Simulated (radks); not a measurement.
Species: Os. Configuration: [Xe] 4f14 5d6 6s2.

All-electron calculation, scalar-relativistic Kohn-Sham, SCAN, spin-unpolarised, spherical densities, finite nucleus; meta-GGA in the generalised Kohn-Sham scheme; Fermi nuclear charge, rms radius 5.4126 fm. Program: a radial shooting solver on a logarithmic mesh with Libxc functionals.

Energy parts (eV):
| part | energy |
|---|---|
| total | -469486.91 |
| kinetic | 520189.11 |
| electron-nucleus | -1163388.31 |
| Hartree | 182950.74 |
| exchange-correlation | -9238.46 |

Orbitals (lengths in bohr, moments of r in powers of bohr; r(90%) holds 90 % of the orbital's charge):
orbital  occ.  eigenvalue (eV)  r(90%)       <r^4>
1s          2        -73939.82  0.0323   5.128e-07
2s          2        -12904.84   0.116  0.00007623
2p          6        -11234.45   0.110  0.00006069
3s          2        -3015.335   0.284    0.002775
3p          6        -2521.852   0.291    0.003017
3d         10        -1969.351   0.274    0.002335
4s          2        -642.2372   0.619     0.06390
4p          6        -479.6334   0.666     0.08519
4d         10        -276.9869   0.731      0.1226
5s          2         -92.8220    1.44       1.898
4f         14         -52.7882   0.908      0.3219
5p          6         -51.5388    1.71       3.762
6s          2          -6.7370    4.30       147.3
5d          6          -6.3111    2.90       33.43

The highest occupied level is 5d at -6.311 eV. Summed over all electrons, <r^2> = 65.60 bohr^2, which gives a Langevin (diamagnetic) susceptibility term of -52 x 10^-6 cm^3/mol.
